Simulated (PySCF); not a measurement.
## Property card for `N#C[SiH2]C[Si](F)([SiH3])[SiH3]`

Species: C2H10FNSi4.
Cartesian coordinates in Å at the GFN2-xTB level; atoms count from 1:
```
atom  x, y, z in Å
N1     4.7257    1.1823    0.4938
C2     3.8110    0.5745    0.1673
Si3    2.3026   -0.4030   -0.3516
C4     0.8004    0.7045   -0.0020
Si5   -0.9172   -0.0968   -0.3103
F6    -0.7247   -0.7210   -1.8178
Si7   -2.5232    1.5720   -0.5298
Si8   -1.2434   -1.9449    1.0590
H9     2.3010   -1.6045    0.4894
H10    2.4737   -0.6927   -1.7744
H11    0.8873    1.6008   -0.6203
H12    0.8411    1.0521    1.0317
H13   -2.7460    2.2147    0.7696
H14   -2.1639    2.6379   -1.4710
H15   -3.8136    1.0334   -0.9676
H16   -2.5240   -2.5938    0.7640
H17   -0.2095   -2.9800    0.9535
H18   -1.2862   -1.5292    2.4648
```

Some functional groups and rings: cyano group on a heteroatom, Si–H bond and C–Si bond.

From GFN2-xTB geometry:

```
Point group of the GFN2-xTB geometry                  : C1
Rotational constants A, B, C of the GFN2-xTB geometry : 1.349, 0.484, 0.414 GHz
```

PBE0/pcSseg-1 ground state and GIAO shieldings, non-relativistic (PySCF):

```
Dipole moment                                               : 3.68 D
HOMO energy                                                 : -8.42 eV
LUMO energy                                                 : -1.36 eV
HOMO–LUMO gap                                               : 7.06 eV
Lowest Hirshfeld atomic charge                              : -0.25 e on C4
Highest Hirshfeld atomic charge                             : +0.39 e on Si3
13C chemical shifts (computed TMS as zero) by class         : 124.4 (C2), 5.1 (C4) ppm
1H chemical shifts (computed TMS as zero) by class          : 4.62 (H9/H10), 3.57 (H13/H14/H15/H16/H17/H18), 0.59 (H11/H12) ppm
Isotropic shieldings of nuclei other than C and H, by class : -97 (N1), 395 (F6), 294 (Si5), 420 (Si3), 464 (Si7/Si8) ppm
Mayer bond orders between heavy atoms                       : N1–C2 2.94, C2–Si3 0.82, Si3–C4 0.91, C4–Si5 0.88, Si5–F6 0.86, Si5–Si7 0.90, Si5–Si8 0.89
```

Monoisotopic mass from the formula: 178.9874 u.

A dipole of 3.68 D is allowed in C1, and pure rotational transitions are dipole-allowed. The dipole matches unit charges of opposite sign 0.77 Å apart (1 e·Å = 4.8032 D). With B = h/(8π²I), that is 505.379 GHz u Å² over I, the principal moments of inertia are 374.5, 1044.7 and 1220.5 u Å² (most abundant isotopes); the inertial defect Ic − Ia − Ib is -198.7 u Å² (zero for a rigid planar frame, negative otherwise). The rotational constants make it an asymmetric top with κ = (2B − A − C)/(A − C) = -0.85, nearer the prolate limit (−1).

One conformer (not necessarily the lowest) at the GFN2-xTB geometry, without solvent or vibrations. NMR classes are plain means over equivalent atoms (diastereotopic ones count apart unless rotation or inversion swaps them), as if these changed places fast; in this geometry the members of some classes differ.
